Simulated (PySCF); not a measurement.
BO, SMILES [B]=O, multiplicity 2.

Coordinates come from a B3LYP-D3(BJ)/def2-TZVPD optimisation.

Two levels are set side by side: PBE/def2-TZVPD (PySCF) and r2SCAN/def2-TZVPD (PySCF). Same geometry, gas phase. Differences are taken from unrounded values.

```tsv
quantity	r2SCAN
α-spin orbital gap (eV)	7.55
β-spin orbital gap (eV)	4.67
dipole moment (D)	2.33
mean polarisability (bohr³)	17.0
```

Problem. What does PBE give, and how far is it from r2SCAN? (The exact figures need the calculation; the answer reports its results.)

Solution. 
```
quantity                      PBE  PBE minus r2SCAN
---------------------------  ----  ----------------
α-spin orbital gap (eV)      6.76             -0.80
β-spin orbital gap (eV)      3.68             -0.99
dipole moment (D)            2.17             -0.16
mean polarisability (bohr³)  17.8               0.8
```

Rough cost on one machine, each run with all the roots and properties that it gave: r2SCAN against PBE about 3 times.
